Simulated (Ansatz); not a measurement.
```yaml
atoms:
  - { symbol: B, position_ang: [0.0320, 0.0307, 0.1005] }
  - { symbol: H, position_ang: [1.1998, 0.0806, 0.0324] }
  - { symbol: H, position_ang: [-0.6147, 0.9734, -0.1062] }
  - { symbol: H, position_ang: [-0.6807, -0.9570, 0.0208] }
```

Basis set: cc-pVDZ (spherical functions). Left uncorrelated: 1 orbital. Charge 0, multiplicity 1.

Computed with Ansatz (development build ahead of 0.2.0); each method stands on the lowest determinant of its kind that the runs found. Restricted open shells among the atoms or ions are ROHF, correlated in semicanonical orbitals with singles.

**Question.** Give the atomization energy at this shape (free ground-state atoms in the same class of orbitals less the molecule, no zero-point energy) of singlet BH₃ by RHF-MP2, RHF.

**Answer.**

```tsv
method	atomization energy
RHF-MP2	258.30 kcal/mol
RHF	225.33 kcal/mol
```

Caution: the shape is not the minimum.
